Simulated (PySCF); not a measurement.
# Broadened absorption spectrum of C5H9NOSi

Compound: C5H9NOSi.
InChI=1S/C5H9NOSi/c1-6-8-3-5(2-7)4-8/h2,5,8H,1,3-4H2/t5-,8-

Level of theory: TDDFT B3LYP/def2-SVPD, vertical, gas phase, core orbitals frozen in the response (PySCF). Isolated species at its GFN2-xTB geometry (one conformer only). Torsions of this conformer, `[CH2:1]=[N:2][Si@H:3]1[CH2:4][C@H:5]([CH:6]=[O:7])[CH2:8]1`: C1–N2–Si3–C4 139°, C4–C5–C6–O7 -21°.

Computed states:

```json
{"state": "S1", "E (eV)": "3.92", "f": "0.0004"}
{"state": "S2", "E (eV)": "4.30", "f": "0.0002"}
{"state": "S3", "E (eV)": "5.14", "f": "0.0034"}
{"state": "S4", "E (eV)": "5.40", "f": "0.0015"}
{"state": "S5", "E (eV)": "5.61", "f": "0.133"}
{"state": "S6", "E (eV)": "5.74", "f": "0.0034"}
{"state": "S7", "E (eV)": "5.96", "f": "0.044"}
{"state": "S8", "E (eV)": "6.27", "f": "0.040"}
```

Each state is given a Gaussian of 0.25 eV full width at half maximum, with ε(max) = 2.175×10⁸ f / Δν̃ (Δν̃ the width in cm⁻¹). The cross-section is σ = 3.8235×10⁻²¹ ε cm², given in Mb (10⁻¹⁸ cm²). The width is an assumption, not a result. The curve ends short of the highest state used, and states not computed would add to its high-energy end.

(1) What does the envelope look like, and where are its maxima?

(2) On this curve, what absorbance would a 10⁻⁴ mol/L sample give at 248 nm over a 1 cm path?

(3) Does any computed singlet lie in the visible range?

(4) Coming from long wavelengths, where does ε first pass 100 L mol⁻¹ cm⁻¹?

## Answers

(1) 
```csv
λ (nm),σ (Mb)
218.6,46.71
223.1,50.17
227.6,18.83
232.1,3.29
236.7,1.23
241.2,1.42
245.7,0.94
250.2,0.31
254.7,0.05
259.2,0.00
263.7,0.00
268.2,0.00
272.7,0.00
277.2,0.02
281.8,0.04
286.3,0.06
290.8,0.06
295.3,0.05
299.8,0.04
304.3,0.07
308.8,0.12
313.3,0.17
317.8,0.17
322.3,0.14
326.9,0.08
331.4,0.04
335.9,0.02
340.4,0.01
344.9,0.00
349.4,0.00
```

Maxima: 316 nm (3.92 eV), ε about 46, made up of S1 (100%); 288 nm (4.30 eV), ε about 17, made up of S2 (100%); 241 nm (5.15 eV), ε about 370, made up of S3 (97%); 221 nm (5.61 eV), ε about 15000, made up of S5 (99%) (ε in L mol⁻¹ cm⁻¹; maxima over ε = 5, shares over 10%).

(2) 248 nm is 4.999 eV, where ε is about 150 L mol⁻¹ cm⁻¹, so A = ε c l ≈ 0.015 (Beer–Lambert, with the gas-phase spectrum and the assumed width).

(3) No computed singlet lies in the visible range (380 to 750 nm); the lowest, at 316 nm, stands 0.66 eV above its violet end (3.26 eV).

(4) At about 249 nm (4.97 eV), 1.05 eV above S1.
